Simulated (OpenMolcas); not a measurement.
# Tl²⁺: effect of the IPEA shift

```
Program             : OpenMolcas 26.06
Basis               : ANO-RCC-VDZP [7s6p4d2f1g]
Scalar Hamiltonian  : DKH2, point nucleus
Active space        : 1 electron in 4 orbitals (6s 6p)
State averaging     : 2S+1 = 2 even, 1 root; 2S+1 = 2 odd, 3 roots
Spin-orbit coupling : RASSI with atomic mean-field integrals over the reference wave functions, term energies averaged over their components
```

Methods on the same reference wave functions:
A. CASSCF
B. SS-CASPT2, IPEA 0 Eh, imaginary shift 0.1 Eh (closed shells correlated: 5d)
C. SS-CASPT2, IPEA 0.25 Eh, imaginary shift 0.1 Eh (closed shells correlated: 5d)

Energies in cm⁻¹ above 6s ²S_1/2, the measured ground level; measured values from Moore, Atomic Energy Levels, vol. III, NSRDS-NBS 35 (1971 reprint of NBS Circular 467, 1958).

```tsv
Level	A	B	C	Measured
6s ²S_1/2	0.0	0.0	0.0	0.0
6p ²P°_1/2	64059	68529	68464	64157
6p ²P°_3/2	77330	81800	81734	78970
```

Deviations, from unrounded energies. A percentage is the sum of absolute deviations over the sum of measured energies, with the sign that they share, or ± where signs differ.

```json
{"Against measurement": "mean absolute deviation (cm-1)", "Levels": "2", "A": "870", "B": "3600", "C": "3500"}
{"Against measurement": "other configurations (%)", "Levels": "2", "A": "-1.2", "B": "+5.0", "C": "+4.9"}
```

A lies closest to measurement on these levels and B furthest from it. The largest miss of A in the table is 6p ²P°_3/2, by -1600 cm-1. The ranking rests on the paired levels alone, and a cruder setting can come out closer through cancelling errors.

Between B and C the level of the table that moves most is 6p ²P°_1/2, by 66 cm-1 (lowest in C, highest in B).

The lowest spin-free term lies below A's lowest term by 0.317 hartree in B, 0.314 hartree in C.

Spin-orbit splittings of 6p shells tend to come out small when the coupling is added on scalar orbitals. With one active electron the reference holds no correlation, so core polarisation is missing (holds for A). With one active electron, CASPT2 adds the correlation within the correlated inactive shells and between them and that electron, and leaves the splitting within a term as the reference gives it (holds for B; C). Measured partners are found by configuration, term and J. A level has none where our copy of the source lacks it or the pairing is in doubt (some pairs that miss far off the trend of their configuration count as doubtful), and it then counts in no deviation. Levels of configurations outside the active space are missing.

° marks odd parity.
